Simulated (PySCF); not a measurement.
C₂H₆SSe (SMILES CS[Se]C), singlet, at a GFN2-xTB geometry. Base run: B3LYP/6-31G (PySCF).

Input for PySCF:
```python
from pyscf import gto, scf, dft, solvent

mol = gto.M(
    atom='''
Se    0.311673    0.331010    0.762266
C     1.152561    1.613984   -0.474346
H     1.935790    1.102716   -1.026639
H     1.573989    2.412142    0.128291
H     0.402871    2.013160   -1.152691
S    -0.216947   -1.243090   -0.625827
C    -1.889370   -0.756008   -1.184656
H    -2.547007   -0.657971   -0.327242
H    -2.232102   -1.556935   -1.830305
H    -1.838408    0.174130   -1.741199
''',
    basis='6-31g',
    charge=0,
    spin=0,
    verbose=4,
)

mf = dft.RKS(mol)
mf.xc = 'b3lyp'
mf.kernel()
mf.analyze()
```

Base: dipole (D) 2.36; HOMO-LUMO gap (eV) 5.40.

A changed run: ΔE vs base (kJ/mol) -17.39; dipole (D) 3.11; HOMO-LUMO gap (eV) 5.42.

Question: What was changed between the two runs?
(A) model = IEF-PCM; solvent = acetonitrile
(B) model = ddCOSMO; solvent = 2-propanol
(C) model = IEF-PCM; solvent = toluene
(D) model = IEF-PCM; solvent = 2-propanol; vdw_scale = 1.1
(E) model = IEF-PCM; solvent = 2-propanol; r_probe = 0.5

Answer: A, model = IEF-PCM; solvent = acetonitrile

The base is the gas phase, so ΔE is the electrostatic part of solvation at a fixed geometry, without cavity and dispersion terms.
